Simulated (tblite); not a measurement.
Compound: C5H13PSi.
Bonds: C1–C2 (double), C2–P3, P3–C4, P3–Si5, Si5–C6, Si5–C7. Hydrogens: H8, H9 on C1; H10 on C2; H11, H12, H13 on C4; H14 on Si5; H15, H16, H17 on C6; H18, H19, H20 on C7.

Computed with GFN2-xTB (tblite), gas phase: L-BFGS steps from a force-field or distance-geometry start until the largest atomic force falls under 0.01 eV/Å.

Step 4: E = -585.7628 eV
```
atom  x, y, z in Å  |  force x, y, z in eV/Å
C1     -2.2004   -2.1993    0.1601   -0.011  -0.095  -0.009
C2     -1.8326   -0.9611    0.4426   -0.050   0.056  -0.058
P3     -0.9543    0.0321   -0.7979    0.132   0.111  -0.164
C4     -1.6457    1.7152   -0.4293   -0.045  -0.074   0.021
Si5     1.0014    0.2852    0.2924    0.094  -0.034  -0.027
C6      1.8751   -1.4021    0.3894   -0.091   0.107   0.019
C7      2.0919    1.5133   -0.6779   -0.109  -0.067   0.082
H8     -1.9690   -2.6422   -0.7909    0.014  -0.056  -0.104
H9     -2.7375   -2.8163    0.8577   -0.027  -0.086   0.112
H10    -2.0896   -0.5347    1.4034    0.055   0.217   0.004
H11    -1.6029    1.9551    0.6306   -0.016  -0.013   0.036
H12    -2.6800    1.7231   -0.7645   -0.089   0.072   0.021
H13    -1.0967    2.4683   -0.9931    0.012  -0.105   0.017
H14     0.7780    0.8101    1.6555    0.074   0.022   0.080
H15     1.2522   -2.0985    0.9405    0.075  -0.109  -0.006
H16     2.8317   -1.3167    0.8956   -0.042  -0.048  -0.028
H17     2.0473   -1.8108   -0.6026   -0.003  -0.006   0.063
H18     3.0534    1.6452   -0.1905   -0.044   0.016  -0.042
H19     1.6015    2.4795   -0.7324    0.089   0.057  -0.060
H20     2.2711    1.1652   -1.6918   -0.016   0.035   0.044
```

Step 5: E = -585.7688 eV
```
atom  x, y, z in Å  |  force x, y, z in eV/Å
C1     -2.2014   -2.2003    0.1606   -0.008  -0.094   0.004
C2     -1.8319   -0.9616    0.4391   -0.068   0.072  -0.051
P3     -0.9588    0.0337   -0.8041    0.189   0.073  -0.100
C4     -1.6480    1.7143   -0.4274   -0.062  -0.060   0.029
Si5     0.9979    0.2848    0.2933    0.062   0.015   0.034
C6      1.8725   -1.4001    0.3906   -0.009  -0.019   0.034
C7      2.0896    1.5119   -0.6758   -0.039   0.025   0.025
H8     -1.9689   -2.6422   -0.7910    0.003  -0.065  -0.094
H9     -2.7372   -2.8190    0.8596   -0.004  -0.052   0.086
H10    -2.0856   -0.5264    1.3975    0.048   0.182  -0.003
H11    -1.6027    1.9543    0.6340   -0.026  -0.026  -0.022
H12    -2.6824    1.7243   -0.7649   -0.069   0.082   0.045
H13    -1.0959    2.4630   -0.9933    0.006  -0.076   0.025
H14     0.7817    0.8128    1.6636    0.072  -0.017  -0.020
H15     1.2546   -2.1045    0.9401    0.079  -0.053  -0.015
H16     2.8331   -1.3197    0.8951   -0.109  -0.021  -0.045
H17     2.0478   -1.8126   -0.6005   -0.021   0.028   0.068
H18     3.0543    1.6475   -0.1918   -0.094  -0.015  -0.043
H19     1.6055    2.4829   -0.7359    0.076   0.007  -0.032
H20     2.2706    1.1674   -1.6918   -0.027   0.015   0.075
```

Step 6: E = -585.7746 eV
```
atom  x, y, z in Å  |  force x, y, z in eV/Å
C1     -2.2022   -2.2024    0.1612    0.011  -0.042   0.004
C2     -1.8327   -0.9612    0.4343   -0.066   0.055  -0.054
P3     -0.9598    0.0366   -0.8120    0.169   0.001   0.008
C4     -1.6515    1.7123   -0.4253   -0.057  -0.035   0.015
Si5     0.9956    0.2848    0.2951    0.023   0.051   0.083
C6      1.8697   -1.3987    0.3924    0.046  -0.112   0.035
C7      2.0865    1.5112   -0.6734    0.021   0.093  -0.028
H8     -1.9688   -2.6435   -0.7927   -0.020  -0.055  -0.028
H9     -2.7368   -2.8226    0.8631    0.034  -0.002   0.034
H10    -2.0806   -0.5144    1.3912    0.045   0.115  -0.056
H11    -1.6030    1.9529    0.6370   -0.033  -0.042  -0.062
H12    -2.6861    1.7271   -0.7644   -0.042   0.076   0.063
H13    -1.0950    2.4562   -0.9929   -0.004  -0.034   0.032
H14     0.7870    0.8150    1.6712    0.067  -0.046  -0.094
H15     1.2586   -2.1115    0.9394    0.053  -0.014  -0.005
H16     2.8326   -1.3231    0.8939   -0.117   0.013  -0.031
H17     2.0478   -1.8137   -0.5970   -0.034   0.047   0.034
H18     3.0533    1.6494   -0.1939   -0.096  -0.039  -0.018
H19     1.6109    2.4864   -0.7399    0.037  -0.012  -0.002
H20     2.2695    1.1699   -1.6902   -0.036  -0.019   0.070
```

Task: Estimate the geometry and energy of step 7. (The exact step hangs on the optimiser's Hessian estimate; all steps are aligned on step 6, rigid shifts and turns removed.)

Result: E = -585.7783 eV, largest force 0.136 eV/Å
```
atom  x, y, z in Å  |  force x, y, z in eV/Å
C1     -2.2023   -2.2043    0.1615    0.022   0.012   0.004
C2     -1.8346   -0.9602    0.4299   -0.040   0.029  -0.059
P3     -0.9571    0.0386   -0.8170    0.099  -0.046   0.081
C4     -1.6547    1.7103   -0.4239   -0.032  -0.020  -0.010
Si5     0.9952    0.2854    0.2975    0.010   0.046   0.080
C6      1.8679   -1.3991    0.3940    0.039  -0.109   0.020
C7      2.0844    1.5120   -0.6722    0.031   0.091  -0.040
H8     -1.9692   -2.6454   -0.7944   -0.035  -0.040   0.033
H9     -2.7360   -2.8252    0.8662    0.062   0.038  -0.008
H10    -2.0764   -0.5042    1.3861    0.037   0.057  -0.105
H11    -1.6039    1.9512    0.6381   -0.034  -0.050  -0.061
H12    -2.6895    1.7304   -0.7628   -0.025   0.056   0.063
H13    -1.0946    2.4508   -0.9919   -0.012   0.001   0.031
H14     0.7917    0.8157    1.6745    0.058  -0.048  -0.100
H15     1.2621   -2.1167    0.9390    0.014  -0.011   0.017
H16     2.8304   -1.3250    0.8927   -0.066   0.032   0.003
H17     2.0471   -1.8136   -0.5942   -0.035   0.043  -0.015
H18     3.0511    1.6500   -0.1955   -0.051  -0.042   0.015
H19     1.6152    2.4888   -0.7427   -0.006   0.009   0.015
H20     2.2680    1.1711   -1.6879   -0.037  -0.047   0.034
```

The energy changes by -0.0038 eV. The first-order estimate −F·Δx gives -0.0053 eV and the mean of the old and new forces, exact on a quadratic surface, -0.0038 eV. The step makes an angle of 55° with the force vector and moves no atom by more than 0.012 Å.

What follows is the cost of the whole relaxation. The run took 0.74 s wall on an Arm Neoverse V1 with one thread, shared host with 32 logical CPUs at a one-minute load of 12.
